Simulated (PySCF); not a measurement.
C₂H₇GaO. Atoms are numbered in the order given.

```xyz
11

Ga    -0.3412     0.2740     0.3030
H     -1.8391    -0.1483     0.5346
C      0.6878     1.8042     0.9803
H      0.7029     1.8043     2.0819
H      0.2309     2.7523     0.6541
H      1.7212     1.7579     0.6074
O      0.6019    -0.8233    -0.7632
C      0.1321    -1.9869    -1.3874
H      0.2334    -1.9064    -2.4864
H      0.7243    -2.8654    -1.0680
H     -0.9326    -2.2070    -1.1678
```

Coordinates come from a B3LYP-D3(BJ)/def2-SVP optimisation. One conformer was computed; it need not be the lowest.

Method: C-PCM-M06-2X/def2-SVP (PySCF).

The values are the electrostatic part of the solvation free energy, E(continuum) − E(gas) at the gas-phase geometry, in a cavity of scaled van der Waals radii (PySCF's table); cavitation and dispersion terms are not included. A continuum can't describe solvent molecules that bind to the metal. In vacuum the orbital gap is 8.90 eV. The dipole moment in vacuum is 1.03 D.

```tsv
solvent	ε	ΔG(elec) (kcal/mol)	dipole (D)	gap (eV)
water	78.36	-4.4	1.38	9.30
toluene	2.37	-2.5	1.22	9.13
dichloromethane	8.93	-3.9	1.34	9.27
```
